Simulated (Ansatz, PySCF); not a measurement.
C₃H₉FInN, SMILES [CH3][In]([N](C)C)[F].

Coordinates come from a PBE-D3(BJ)/def2-SVP optimisation. The def2 effective core potentials stand for the cores of In; spin–orbit coupling is left out. The values are those of a single conformer.

Vertical ionisation energy (IE) and electron affinity (EA) in eV. Rows of orbital energies are one-electron estimates. Where ΔSCF, EOM or ADC give a negative EA the extra electron is unbound and the value depends on the basis.

```json
[
 {"level": "−ε(HOMO), −ε(LUMO), M06-2X/def2-TZVP (PySCF)", "IE": "7.32", "EA": "0.41"},
 {"level": "ΔSCF, PBE0/def2-SVPD (Ansatz), final states of multiplicity 2 and 2", "IE": "7.82", "EA": "-0.18"}
]
```

What vertical singlet–triplet gap does ΔSCF give with PBE0/def2-SVPD (Ansatz, a quantum-chemistry and plane-wave program)? (The exact figures need the calculation; the answer reports its results.)

3.51 eV (triplet above singlet where positive).
